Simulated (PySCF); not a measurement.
Be(H)2 cation (BeH2), SMILES [BeH2] (connectivity only; charge and spin as stated), charge +1, multiplicity 2.

Coordinates come from a PBE-D3(BJ)/def2-TZVPD optimisation. A frequency run showed that this geometry is not a minimum. The spin state was assumed, not searched. The isomer is the one that the SMILES or the coordinates give; other isomers of the formula were not compared.

These are PySCF with C-PCM-ωB97X/def2-TZVPD values and carry that method's errors.

The values are the electrostatic part of the solvation free energy, E(continuum) − E(gas) at the gas-phase geometry, in a cavity of scaled van der Waals radii (PySCF's table); cavitation and dispersion terms are not included. A continuum can't describe solvent molecules that bind to the metal.

```json
[
 {"solvent": "water", "ε": "78.36", "ΔG(elec) (kcal/mol)": "-85.1"},
 {"solvent": "N,N-dimethylformamide", "ε": "37.22", "ΔG(elec) (kcal/mol)": "-83.9"},
 {"solvent": "2-propanol", "ε": "19.26", "ΔG(elec) (kcal/mol)": "-81.7"}
]
```
